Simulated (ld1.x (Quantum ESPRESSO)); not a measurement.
# Configuration tests for molybdenum (TM)

molybdenum (Mo), norm-conserving Troullier–Martins (Kleinman–Bylander form), made with ld1.x (Quantum ESPRESSO) 7.5 (LDA (PZ), scalar-relativistic). Core [Kr], reference 4d5 5s1 5p0. Waves: 5s (bound): rc 2.15 bohr; 4d (bound): rc 1.75 bohr; 5p (bound, empty): rc 3.65 bohr. Local part: the p channel. Core correction: Bessel-smoothed model core inside 1.45 bohr.

Energies are relative to the spin-unpolarised reference configuration 4d5 5s1 5p0; without spin polarisation the order of configurations can differ from experiment. Spin-polarised rows fill each open shell by Hund’s rule, majority spin first. The frozen-core shift is the all-electron ΔE with the core orbitals held at their reference shape minus the fully relaxed ΔE.

```
       valence configuration  charge  ΔE all-electron (eV)  error AE − PS (meV)  frozen-core shift (meV)
                 4d5 5s0 5p0      +1                 7.186                  -10                     +3.2
                 4d4 5s0 5p0      +2                22.889                 -193                      +69
                 4d3 5s0 5p0      +3                49.850                 -865                     +463
                 4d4 5s1 5p0      +1                 8.262                  -87                      +41
                 4d6 5s0 5p0       0                 0.822                  -69                      +21
               4d5 5s0.5 5p0    +0.5                 2.864                 -2.2                     +1.1
4d5 5s1 5p0 (spin-polarised)       0                -3.924                  +39                      +15
```

Question: What are ΔE and the potential's error for 4d5 5s0 5p0 (spin-polarised)?

Answer: ΔE = 3.795 eV all-electron; the error (AE − PS) is +19 meV.

Question: What are ΔE and the potential's error for 4d5.5 5s0.5 5p0?

Answer: ΔE = 0.310 eV all-electron; the error (AE − PS) is -19 meV.
